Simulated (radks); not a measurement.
Results of a calculation; reference values are marked as such.
Species: In9+. Configuration: [Kr] 4d4. Level of theory: non-relativistic Kohn-Sham, LDA (Slater exchange, Perdew-Wang correlation), spin-unpolarised, spherical densities, point nucleus; relativity is left out, which matters for an element this heavy (a radial shooting solver on a logarithmic mesh with Libxc functionals).

Normalised radial functions P(r) = r R(r), r in bohr:

```
   r/bohr * 3d, o 4s (the largest magnitude, 1.78, reaches the edge; | marks zero, & curves that meet)
 0.001021                             *o
  0.00134                             *o
 0.001759                             *o
 0.002309                             *o
 0.003055                             * o
 0.004009                             * o
 0.005263                             *  o
 0.006908                             *  o
 0.009067                             *   o
   0.0119                             *   o
  0.01575                             *   o
  0.02067                             *   o
  0.02713                             |* o
  0.03561                             |&
  0.04674                           o |  *
  0.06135                        o    |    *
  0.08118                      o      |       *
   0.1066                      o      |            *
   0.1399                          o  |                  *
   0.1836                             |   o                   *
    0.241                             |         o                *
   0.3163                             |         o               *
   0.4151                             |o                  *
   0.5493                 o           |           *
    0.721          o                  |    *
   0.9464            o                | *
    1.242                   o         *
     1.63                          o  *
     2.14                            o*
    2.832                             &
    3.717                             &
    4.879                             &
```

3d: eigenvalue -608.50 eV, 0 radial nodes, <r> = 0.323 bohr, 90 % of the charge inside 0.509 bohr. 4s: eigenvalue -266.21 eV, 3 radial nodes at r = 0.0400, 0.156, 0.428 bohr, <r> = 0.839 bohr, 90 % of the charge inside 1.20 bohr.
